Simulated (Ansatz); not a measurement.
Input (CCSDT(Q)/aug-cc-pVTZ; Ansatz, a program for electronic structure):

Ansatz 0.2 input:
```yaml
crystal:
  periodic: [false, false, false]
  atoms:
    - {symbol: B, position_ang: [0.77817726, -0.09474492, -0.01515003]}
    - {symbol: N, position_ang: [-0.52344474, 0.06373063, 0.01019074]}
    - {symbol: H, position_ang: [1.93787378, -0.23594071, -0.03772771]}
    - {symbol: H, position_ang: [-0.97808876, 0.97067254, 0.12878220]}
    - {symbol: H, position_ang: [-1.18655813, -0.70712167, -0.08663953]}
basis:
  gaussian:
    orbitals: aug-cc-pVTZ
total_charge: 1
magnetization: {spin_polarized: false}
correlation: {method: ccsdt_q, electrons: outside_noble_gas}
```

Output:

```
Functional definition: HF
integrals: 0.69 GiB planned
1850 factors; integrals over basis functions are off by at most 2.2e-7 eV
mean field: 0.55 GiB planned
mean field evaluation 1: about -2187.8587 eV, gradient 6.0e1 eV
mean field evaluation 2: about -2187.8590 eV, gradient 6.0e1 eV
mean field evaluation 4: about -2194.5171 eV, gradient 2.8e0 eV
mean field evaluation 8: about -2194.5524 eV, gradient 5.1e-4 eV
mean field evaluation 16: about -2194.5517 eV, gradient 2.0e-1 eV
mean field -2194.55239207 eV, -80.6483128877 hartree, gradient 9.6e-7 eV, S^2 0.000000; 0 other end points of the search recorded, 0 dependent functions left out
2 core orbitals not correlated
reference -2194.55239207 eV, -80.6483128877 hartree; 5, 5 occupied and 154, 154 virtual orbitals, 1850 factors
second order -7.79315237 eV of doubles, -0.00000000 eV of singles
coupled cluster: 5.44 GiB planned
cycle   1  -8.04058574 eV  change   -2.5e-1 eV  update   7.1e-2
cycle   2  -8.42424443 eV  change   -3.8e-1 eV  update   3.3e-2
cycle   3  -8.63348163 eV  change   -2.1e-1 eV  update   1.6e-2
cycle   4  -8.59340604 eV  change    4.0e-2 eV  update   4.8e-3
cycle   5  -8.58643334 eV  change    7.0e-3 eV  update   2.9e-3
cycle   6  -8.59174180 eV  change   -5.3e-3 eV  update   6.8e-4
cycle   7  -8.59221001 eV  change   -4.7e-4 eV  update   2.9e-4
cycle   8  -8.59174386 eV  change    4.7e-4 eV  update   1.0e-4
cycle   9  -8.59172981 eV  change    1.4e-5 eV  update   3.8e-5
cycle  10  -8.59174309 eV  change   -1.3e-5 eV  update   1.2e-5
cycle  11  -8.59172982 eV  change    1.3e-5 eV  update   4.8e-6
cycle  12  -8.59174039 eV  change   -1.1e-5 eV  update   1.6e-6
cycle  13  -8.59174241 eV  change   -2.0e-6 eV  update   5.4e-7
cycle  14  -8.59174277 eV  change   -3.6e-7 eV  update   1.8e-7
perturbative correction -0.01378625 eV, -0.0005066353 hartree
Total energy: -2203.15792109 eV, -80.9645602461 hartree
```
